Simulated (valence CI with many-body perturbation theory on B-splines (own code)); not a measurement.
**Sensitivity of CI+MBPT for P IX**

Computed by valence CI with perturbative core correlation (CI+MBPT): five valence electrons over a frozen Dirac-Fock core [He], a basis of 6 s, 6 p, 5 d, 3 f, 1 g functions for each j, with the one-electron correlation potential Σ1 (screened to all orders), the two-electron term Σ2, the three-electron term Σ3, Breit, model QED; selected single and double excitations, second order for the rest, scaled by the run's own slope (own B-spline code, finite nucleus).

No measured spectrum was set against this ion. As an estimate, levels of excited configurations hold to 0.05 to 0.15 % of their energy, terms of the ground configuration to about 0.5 %. Among the levels kept, up to 2400 cm⁻¹ of a level comes from second order outside the variational space, and about a tenth of that is noise between levels of different J, which matters for small intervals.

The reference run has the lowest level 2s²2p³ ⁴S°_3/2 and an ionisation energy of 372.121 eV. Its largest variational space holds 10601 state functions.

| Level | Reference (cm⁻¹) | Shift (cm⁻¹) |
| --- | --- | --- |
| 2s²2p³ ²D°_3/2 | 76417 | -188 |
| 2s²2p³ ²D°_5/2 | 77010 | +310 |
| 2s²2p³ ²P°_1/2 | 116786 | -92 |
| 2s²2p³ ²P°_3/2 | 117806 | +89 |
| 2s2p⁴ ⁴P_5/2 | 345588 | +361 |
| 2s2p⁴ ⁴P_3/2 | 350621 | +332 |
| 2s2p⁴ ⁴P_1/2 | 353234 | +482 |
| 2s2p⁴ ²D_3/2 | 476051 | +365 |
| 2s2p⁴ ²D_5/2 | 476089 | +524 |
| 2s2p⁴ ²S_1/2 | 557559 | +36 |
| 2s2p⁴ ²P_3/2 | 584441 | +321 |
| 2s2p⁴ ²P_1/2 | 590727 | +490 |

The ionisation energy moves by +0.019 eV.

Task: Which of these changes was made?
A. Breit term on → off; QED terms on → off; shift of the energy in Σ1 (hartree) 0 → -2.817
B. core polarisation of operators on → off
C. three-electron term on → off

Result: A. Breit term on → off; QED terms on → off; shift of the energy in Σ1 (hartree) 0 → -2.817.
